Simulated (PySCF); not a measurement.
Spin-orbit coupling and the second ionisation energy along the second row

Two-component X2C-1e calculated with PySCF 2.14: MP2 on generalised Hartree-Fock spinors (GMP2), with spin-orbit coupling off and on (screened by Boettger's factors); no Breit or QED terms. Values in eV; the references (NIST) lie between the lowest levels. Elements whose determinants are no pure J levels are left out.

```tsv
element	configurations	spin-free	with spin-orbit	shift	reference
B (x2c-SVPall-2c, 1s2 frozen)	[He] 2s2 → [He] 2s1	24.161	24.161	0.000	25.155
C (x2c-SVPall-2c, 1s2 frozen)	[He] 2s2 2p1 → [He] 2s2	24.345	24.349	0.005	24.383
F (x2c-SVPall-2c, 1s2 frozen)	[He] 2s2 2p4 → [He] 2s2 2p3	34.343	34.363	0.020	34.971
Ne (x2c-SVPall-2c, 1s2 frozen)	[He] 2s2 2p5 → [He] 2s2 2p4	40.640	40.635	-0.005	40.963
```

What remains against the references is mostly the basis and correlation beyond MP2.
